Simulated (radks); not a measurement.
Q: The iodine ion I2+, [Kr] 4d10 5s2 5p3. All-electron calculation, non-relativistic Kohn-Sham, PBE, spin-polarised, spherical densities, point nucleus. Program: a radial shooting solver on a logarithmic mesh with Libxc functionals. Every spin shell is full or empty, so the densities are truly spherical. Functionals are evaluated on that one density, not self-consistently. Rank these orbital-free kinetic functionals by their error against the exact value of the orbitals, and give that value: Thomas-Fermi, von Weizsacker, TF + vW, TF + vW/5, revAPBEK, Perdew 92, Thakkar, PG1, DePristo-Kress.

A: Exact: 6916.48 hartree. From best to worst, with 100 (|E| - |E exact|)/|E exact| (equal figures are ties): DePristo-Kress -0.11, revAPBEK +0.28, Thakkar -0.60, Perdew 92 -0.67, TF + vW/5 +2.95, Thomas-Fermi -5.21, PG1 +14.73, TF + vW +35.57, von Weizsacker -59.22.
